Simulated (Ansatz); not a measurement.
C$_{6}$H$_{11}$O (SMILES CCCCC[C]=O), doublet, geometry from GFN2-xTB, with bond 14-3 at 1.8 times its length; SC-NEVPT2/STO-3G, CASSCF(5,4) (Ansatz, a quantum-chemistry and plane-wave program).

Ansatz was given this input:
Ansatz 0.2 input:
```yaml
crystal:
  periodic: [false, false, false]
  atoms:
    - {symbol: C, position_ang: [3.13627133, 0.77501046, -0.36299063]}
    - {symbol: C, position_ang: [2.18847352, -0.36695553, -0.01800686]}
    - {symbol: C, position_ang: [0.73508777, -0.00439601, -0.31105067]}
    - {symbol: C, position_ang: [-0.22359089, -1.14251605, 0.03050329]}
    - {symbol: C, position_ang: [-1.67520748, -0.73518068, -0.22103910]}
    - {symbol: C, position_ang: [-2.09681766, 0.41476973, 0.62059179]}
    - {symbol: O, position_ang: [-3.01053188, 1.17400194, 0.53888454]}
    - {symbol: H, position_ang: [2.88939407, 1.66241441, 0.21549608]}
    - {symbol: H, position_ang: [4.16501408, 0.49813454, -0.14515797]}
    - {symbol: H, position_ang: [3.06457333, 1.02514186, -1.41927401]}
    - {symbol: H, position_ang: [2.46269229, -1.25355129, -0.59473251]}
    - {symbol: H, position_ang: [2.29102487, -0.61612466, 1.04045009]}
    - {symbol: H, position_ang: [0.63353424, 0.25168974, -1.36860314]}
    - {symbol: H, position_ang: [0.22831194, 1.58188218, 0.73724726]}
    - {symbol: H, position_ang: [-0.10232643, -1.41530270, 1.08042649]}
    - {symbol: H, position_ang: [0.01493422, -2.01987092, -0.57441032]}
    - {symbol: H, position_ang: [-1.82436153, -0.48684134, -1.27891762]}
    - {symbol: H, position_ang: [-2.34906946, -1.55896652, 0.03426251]}
basis:
  gaussian:
    orbitals: STO-3G
correlation: {method: sc_nevpt2, electrons: all, active_space: {window: {electrons: 5, orbitals: 4}}}
magnetization: {spin_polarized: false, initial_magnetization: 1}
```

Q: Predict the main parts of the log of this Ansatz run.

A: 
```
Functional definition: HF
658 factors; integrals over basis functions are off by at most 3.6e-5 eV
mean field evaluation 1: about -8278.9140 eV, gradient 3.1e1 eV
mean field evaluation 2: about -8279.3210 eV, gradient 3.1e1 eV
mean field evaluation 4: about -8283.7345 eV, gradient 3.7e0 eV
mean field evaluation 8: about -8283.8226 eV, gradient 2.1e-1 eV
mean field -8283.82007049 eV, -304.4247726155 hartree, gradient 1.8e-6 eV, S^2 0.750000; 0 other end points of the search recorded, 0 dependent functions left out
reference -8283.82007049 eV, -304.4247726155 hartree; 28, 27 occupied and 18, 19 virtual orbitals, 658 factors
state -8286.18418691 eV, -304.5116522915 hartree
state -8286.18418691 eV, -304.5116522915 hartree; corrected -8295.97281268 eV, -304.8713776537 hartree
Total energy: -8295.97281268 eV, -304.8713776537 hartree
```
